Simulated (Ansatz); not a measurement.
Start from `C[SiH2]O[SiH2]F` and change one atom or group to get `C[SiH2]O[SiH2]O`.

Ansatz, PBE0-D4/def2-TZVP geometries, multiplicity 1. Each molecule was computed in one conformer, which needn't be the lowest.

```tsv
property	`C[SiH2]O[SiH2]F`
size of the dipole moment (B3LYP/def2-TZVPP) / D	0.86
LUMO energy (ωB97M-V/def2-TZVPP) / eV	2.08
HOMO–LUMO gap (PBE/def2-TZVPP) / eV	6.87
HOMO–LUMO gap (ωB97M-V/def2-TZVPP) / eV	13.13
LUMO energy (B3LYP/def2-TZVPP) / eV	0.18
HOMO–LUMO gap (PBE0/def2-TZVPP) / eV	9.17
```

Problem. What does the change do to each property? (An estimate is asked.)

Solution. Ansatz gave: 
```json
{"property": "size of the dipole moment (B3LYP/def2-TZVPP) / D", "`C[SiH2]O[SiH2]O`": "0.74", "shift": "-0.12"}
{"property": "LUMO energy (ωB97M-V/def2-TZVPP) / eV", "`C[SiH2]O[SiH2]O`": "1.96", "shift": "-0.12"}
{"property": "HOMO–LUMO gap (PBE/def2-TZVPP) / eV", "`C[SiH2]O[SiH2]O`": "6.64", "shift": "-0.23"}
{"property": "HOMO–LUMO gap (ωB97M-V/def2-TZVPP) / eV", "`C[SiH2]O[SiH2]O`": "12.71", "shift": "-0.42"}
{"property": "LUMO energy (B3LYP/def2-TZVPP) / eV", "`C[SiH2]O[SiH2]O`": "0.14", "shift": "-0.04"}
{"property": "HOMO–LUMO gap (PBE0/def2-TZVPP) / eV", "`C[SiH2]O[SiH2]O`": "8.91", "shift": "-0.26"}
```

With PBE0 the HOMO rises by 0.30 eV and the LUMO rises by 0.05 eV, so the gap narrows by about 0.25 eV. PBE moves the HOMO by 0.29 eV and ωB97M-V by 0.31 eV. Dipoles are sizes alone; their direction can turn.

Positive LUMOs are unbound, so they and the gaps depend on the basis.

B3LYP here is the variant with VWN-RPA as its local correlation; programs differ in this.
